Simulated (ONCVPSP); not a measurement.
# What one change does to a pseudopotential (chromium (Cr), ONCV)

ONCVPSP 4.0.1 input, shortened (lines: element, Z, core and valence counts, functional; n l f; lmax; l rc ep ncon nbas qcut; lloc lpopt rc5 dvloc0; l nproj debl; icmod fcfact rcfact), Wu-Cohen, scalar-relativistic:

```
  Cr 24.00    3    3  -118130      upf
    1    0    2.00
    2    0    2.00
    2    1    6.00
    3    0    2.00
    3    1    6.00
    3    2    5.00
    2
    0    1.00    0.00    4    7    5.50
    1    1.00    0.00    4    8    8.00
    2    1.70    0.00    3    7    7.80
    4    5    0.85    6.00
    0    2    2.40
    1    1    1.90
    2    2    3.30
    2    0.55    1.10
```

In the s channel the program set the typed energies aside and used -2.967, 0.250 Ha.

Change: d: rc 1.24.

Cutoffs: the cutoffs (Ha) at which the residual kinetic energy of the hardest occupied pseudo-wave falls to 1 and 0.1 mHa per electron; they do not see the model core or the augmentation charge, which bear on the density cutoff. Errors are all-electron minus pseudo energies relative to the spin-unpolarised reference configuration.

Problem. What does the change do?

Solution. Of the 4 tests that both files solve, the error grows in 0 and shrinks in 4 by more than 15 % and 0.3 meV (median size 47.0 → 9.0 meV); neither file shows a bound ghost. Less of the atom is replaced, so other configurations are described better.

| quantity | base | changed |
| --- | --- | --- |
| cutoffs, loose and tight | 120 Ha, 145 Ha | not determined |
| bound ghosts | none | none |
| GHOST(+) flags under 300 eV | none | none |
| error for 3s2 3p6 3d5 4s1, meV [ΔE -6.84 eV] | +6.8 | +2.2 |
| error for 3s2 3p6 3d4, meV [ΔE 16.02 eV] | +26 | -5.3 |
| error for 3s2 3p6 3d3, meV [ΔE 46.75 eV] | +269 | +56 |
| error for 3s2 3p6 3d4 4s2, meV [ΔE -6.94 eV] | +68 | +13 |
| s: phases at 1.01 bohr within 0.05 rad from the reference energy up to (Ha; the scan ends near 5) | to the end of the scan | to the end of the scan |
| p: phases at 1.01 bohr within 0.05 rad from the reference energy up to (Ha; the scan ends near 5) | to the end of the scan | to the end of the scan |
| rms error of d²Exc/dni dnj with the model core, mHa | 1.10 | 1.58 |
